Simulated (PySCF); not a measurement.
An equivalent PySCF input for Se (selenium, neutral), [Ar] 3d10 4s2 4p4, high-spin 3P determinant, with the spin-free X2C one-electron Hamiltonian (Gaussian nucleus):

```python
from pyscf import gto, scf, dft, mp, cc
import basis_set_exchange as bse
mol = gto.M(atom="Se 0 0 0", charge=0, spin=2, symmetry="D2h",
            basis=gto.basis.parse(bse.get_basis("cc-pVDZ-DK", elements=["Se"], fmt="nwchem", header=False)),
            nucmod="G")
mf = dft.UKS(mol, xc="M062X").sfx2c1e()
mf.irrep_nelec = {'Ag': (6, 6), 'B1g': (1, 1), 'B2g': (1, 1), 'B3g': (1, 1), 'B1u': (3, 2), 'B2u': (3, 3), 'B3u': (3, 2)}
mf.kernel()
```

It reaches the same state as the run whose output follows, with an energy that differs only through the grid. The run itself started from symmetry-adapted Hartree-Fock orbitals and held the occupation by maximum overlap, on a logarithmic radial grid, so the iterations belong to that start.

```
SCF conv_tol = 1e-09
number electrons alpha = 18  beta = 16
XC functionals = M062X
    Y. Zhao and D. G. Truhlar.,  Theor. Chem. Acc. 120, 215 (2008)
    Y. Zhao and D. G. Truhlar.,  Theor. Chem. Acc. 120, 215 (2008)
cycle= 1 E= -2429.8208101735  delta_E= -0.00221  |g|= 0.00887  |ddm|= 0.131
cycle= 2 E= -2429.82086278264  delta_E= -5.26e-05  |g|= 0.00224  |ddm|= 0.0282
cycle= 3 E= -2429.82086520627  delta_E= -2.42e-06  |g|= 0.000586  |ddm|= 0.00752
cycle= 4 E= -2429.8208654092  delta_E= -2.03e-07  |g|= 5.18e-05  |ddm|= 0.00243
cycle= 5 E= -2429.82086541194  delta_E= -2.74e-09  |g|= 9.52e-06  |ddm|= 0.000329
cycle= 6 E= -2429.82086541206  delta_E= -1.16e-10  |g|= 6.16e-07  |ddm|= 7.66e-05
converged SCF energy = -2429.82086541206  <S^2> = 2.0037766  2S+1 = 3.0025167
```
